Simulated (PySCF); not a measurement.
AlCl2, doublet, at a GFN2-xTB geometry (such geometries of metal compounds can be far from the true shape).

PySCF was given this input:
```python
from pyscf import gto, scf, cc

mol = gto.M(
    atom='''
Al    0.00160221    0.63542259    0.02351302
Cl    1.85128917   -0.24859337    0.01717242
Cl   -1.85251440   -0.23731802   -0.03515296
''',
    basis='pcseg-1',
    spin=1,
    verbose=5,
)

mf = scf.UHF(mol)
mf.kernel()

mycc = cc.CCSD(mf)
mycc.diis_space = 10
mycc.kernel()
et = mycc.ccsd_t()
print('E(CCSD(T)) = %.10f' % (mycc.e_tot + et))
```

**Question.** What does this run give for the SCF-reference HOMO energy, coupled-cluster correlation energy (without the perturbative part)?

**Answer.** 
```yaml
SCF-reference HOMO energy: -8.97 eV
coupled-cluster correlation energy (without the perturbative part): -0.3383 Eh
```

These values belong to the state on which the SCF converged, which isn't shown to be the lowest.
